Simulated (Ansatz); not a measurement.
The same hydrolysis along the group B, Al, Ga, In.

Calculated with Ansatz (gas phase, PBE0-D4/def2-TZVP geometries, no zero-point term in ΔE). CCSD(T)/CBS is the MP2 limit (def2-TZVPP, def2-QZVPP) plus CCSD(T) − MP2 in def2-TZVPP, frozen cores. This one scheme is used for every species. Elements past krypton have def2 core potentials. For Ga, In outer-core shells are correlated without core-valence functions, which leaves a few kJ/mol of doubt a bond. Scalar relativity is left out up to krypton. Each species was taken in one conformer, which may not be the lowest.

Task: Order these by ΔE at CCSD(T)/CBS, lowest first. (Estimate.)
A. `[CH3][AlH][SH]` + H₂O → `[OH][AlH][SH]` + CH₄
B. `[CH3][InH][SH]` + H₂O → `[OH][InH][SH]` + CH₄
C. `[CH3][GaH][SH]` + H₂O → `[OH][GaH][SH]` + CH₄
D. `CBS` + H₂O → `OBS` + CH₄

Result: A (-137.5 kJ/mol), D (-115.2 kJ/mol), C (-69.4 kJ/mol), B (-53.3 kJ/mol).

Largest T1 diagnostic: 0.016, for `[OH][InH][SH]`.
